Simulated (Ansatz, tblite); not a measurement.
Cost and result up the ladder for the cluster Rb2F3⁻ (5 atoms). Total charge -1; singlet. Geometry: PBE0-D4/def2-SVPD.

```xyz
5

Rb    1.637   -1.851   -1.053
Rb   -0.667    0.747    0.435
F    -0.696   -1.987   -0.203
F     1.942    0.570   -0.574
F    -2.216    2.521    1.396
```

Ansatz on 2 threads of Arm Neoverse V2 on a shared host; xTB runs through tblite on one thread. Times are rough, summed over both states, and most runs start from the orbitals of an earlier one. RPA@PBE/def2-TZVPD serves as the yardstick here, not as an exact answer. Differences are given only for rows in sets of like size (and for xTB, whose basis is part of the method), since another set adds its own error. The other state is a triplet at its own geometry.

In the def2 sets Rb takes a core potential, while STO-3G treats all electrons; there is no spin–orbit coupling. The xTB rows come from tblite. LC-ωPBE has ω = 0.4 bohr⁻¹. B3LYP takes the VWN-RPA correlation. Correlated methods freeze 3 core orbitals; core or outer-core shells of Rb are correlated, in sets that lack core-valence functions. HOMO above LUMO, or a gap near zero within one spin, warns that the state may not be the lowest or that an electron is smeared out. The structure comes from a short search, and lower isomers may exist.

Correlated methods converge slowly with the basis.

xTB has no spin-polarisation term.

```
                            level  functions  wall time
                         GFN2-xTB         20     0.05 s
                        HF/STO-3G         59        2 s
           LDA (SPW92)/def2-TZVPD        186      6.4 s
                PBE-D4/def2-TZVPD        186       14 s
               RPA@PBE/def2-TZVPD        186       25 s
               LC-ωPBE/def2-TZVPD        186       26 s
               PBE0-D4/def2-TZVPD        186       29 s
              B3LYP-D4/def2-TZVPD        186       30 s
          CAM-B3LYP-D4/def2-TZVPD        186       32 s
BHLYP-D4/def2-TZVPD (with forces)        186       38 s
```

Q: Estimate what each level gives for the triplet − singlet (eV).

A: 
| level | triplet − singlet (eV) | difference from RPA@PBE/def2-TZVPD (eV) | remarks |
| --- | --- | --- | --- |
| GFN2-xTB | 3.99 | 1.27 | – |
| HF/STO-3G | 2.42 | – | HOMO above zero (singlet), HOMO above zero (triplet) |
| LDA (SPW92)/def2-TZVPD | 3.48 | 0.76 | HOMO above zero (triplet), gap within one spin near zero (triplet) |
| PBE-D4/def2-TZVPD | 3.22 | 0.50 | HOMO above zero (triplet), gap within one spin near zero (triplet) |
| RPA@PBE/def2-TZVPD | 2.72 | 0.00 | – |
| LC-ωPBE/def2-TZVPD | 5.07 | 2.35 | – |
| PBE0-D4/def2-TZVPD | 3.98 | 1.27 | HOMO above zero (triplet) |
| B3LYP-D4/def2-TZVPD | 3.95 | 1.23 | HOMO above zero (triplet) |
| CAM-B3LYP-D4/def2-TZVPD | 4.66 | 1.95 | HOMO above zero (triplet) |
| BHLYP-D4/def2-TZVPD (with forces) | 4.67 | 1.95 | HOMO above zero (triplet) |
